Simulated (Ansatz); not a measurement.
# Worked example: CH4S2 + C2H6Sb → CH3S2 + C2H7Sb

Species: CH4S2 (methyl hydrodisulfide) `CSS`, singlet; C2H6Sb `C[CH2][SbH]`, doublet; CH3S2 (methyldithio radical) `CS[S]`, doublet; C2H7Sb `C[CH2][SbH2]`, singlet. A radical takes H: the energy is the difference in strength between the S–H bond broken and the Sb–H bond made.

Shapes, held fixed at every level: PBE0-D4/def2-TZVP. Flexible molecules stand in one conformer, not always the lowest. Programs: Ansatz 0.2.0. The zero-point and thermal change to 298 K, harmonic and unscaled (PBE0-D4/def2-TZVP), is -2.6 kJ/mol.

At CCSD(T)/def2-TZVPP; 1 Eh = 2625.50 kJ/mol:

```
species  energy (Eh)
  CH4S2  -835.903040
 C2H6Sb  -319.241070
  CH3S2  -835.284713
 C2H7Sb  -319.853350
```

Question: Work out ΔH(298 K) of the reaction at this level.

Answer: 
1. Products less reactants: (-835.284713) + (-319.853350) − [(-835.903040) + (-319.241070)] = 0.006047 Eh = +15.9 kJ/mol.
2. With the thermal change: +15.9 + (-2.6) = +13.3 kJ/mol.

Other levels give +2.2 (PBE-D4/def2-TZVPP) to +24.5 kJ/mol (CCSD/def2-SVP). No measured value is set beside it here. Open shells run unrestricted. For atoms past krypton def2 sets carry core potentials with scalar relativity. Outer-core shells of Sb are correlated, in sets that cover them unevenly.
